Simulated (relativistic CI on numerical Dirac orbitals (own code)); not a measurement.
Input to a radial Dirac CI calculation:

```
atom Gd  Z=64  charge=62  electrons=2
nucleus A=158  rms_radius_fm=5.1569
hamiltonian dirac-coulomb  breit=on  qed=on  c_scale=1
orbitals kli  potential=per-configuration
slater_scale 0.85
correlation none
mixing on
configurations
  1s2
  1s 2p
  1p 2p
  1s 1p
end
```

**Question.** How did the run end?

**Answer.** The self-consistent field of one configuration failed: SCF of 1p 2p ended with code -1.
